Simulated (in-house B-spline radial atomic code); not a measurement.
# LC-wPBE excitations of the silver ion Ag⁺

Method: LC-wPBE. Computed with an all-electron radial atomic-structure program (B-spline basis): linear response of the closed shell [Kr] 4d10 with the functional's adiabatic kernel; scalar-relativistic (spin-free one-electron X2C), finite nucleus, no spin-orbit coupling, no double excitations, S, P, D and F terms only; shells from n = 2 respond. Only terms of natural parity with L up to 3 were computed.

Command:
```bash
python run_td.py task.json out
```
Settings (radii: box in bohr, nucleus in fm):
```
Z                        47
electrons                46
configuration            [Kr] 4d10
hamiltonian              x2c
method                   lc_wpbe
box_radius               41.61
rms_radius               4.5454
intervals                74
```

Cost of the run: 6.8 s on 1 thread of Intel(R) Xeon(R) Platinum 8488C (Sapphire Rapids) (shared host).

The lowest states, in the order of their Tamm-Dancoff energies; the method's threshold (minus the highest occupied level) is 20.227 eV. Labels give the largest channel, * marks a mixed state, and oscillator strengths are full-response dipole values. Semilocal kernels can invert the small singlet-triplet splittings of Rydberg terms. Energies in eV:

| state | full response | Tamm-Dancoff | oscillator strength |
| --- | --- | --- | --- |
| 4d → 5s 3D | 4.458 | 4.493 | - |
| 4d → 5s 1D | 5.105 | 5.126 | - |
| 4d → 5p 3P | 9.441 | 9.476 | - |
| 4d → 5p 3F | 9.593 | 9.616 | - |
| 4d → 5p 1F | 9.835 | 9.839 | - |
| 4d → 5p 1P | 10.418 | 10.489 | 0.567 |
| 4d → 6s 3D | 13.842 | 13.846 | - |
| 4d → 6s 1D | ? | ? | - |
| 4d → 5d 3S | 14.539 | 14.546 | - |
| 4d → 5d 3D | ? | ? | - |
| 4d → 5d 1D | 14.828 | 14.833 | - |
| 4d → 6p 3P | 15.209 | 15.217 | - |
| 4d → 6p 3F | 15.256 | 15.261 | - |
| 4d → 6p 1F | 15.316 | 15.316 | - |
| 4d → 5d 1S | 15.332 | 15.410 | - |
| 4d → 6p 1P | 15.429 | 15.445 | 0.0617 |

(1) Where does 4d → 6s 1D lie?

(2) Where does 4d → 5d 3D lie?

(3) How large is the singlet-triplet splitting of 4d → 5s (D terms) in Tamm-Dancoff?

(4) What polarisabilities and dispersion coefficient does the method give?

Results:

(1) At 13.939 eV in full response, 13.942 eV in Tamm-Dancoff.

(2) At 14.733 eV in full response, 14.735 eV in Tamm-Dancoff.

(3) 0.633 eV, from the unrounded values.

(4) Dipole 10.1 bohr³, quadrupole 64.05 bohr⁵, C6 60.34 hartree·bohr⁶ for two such species.
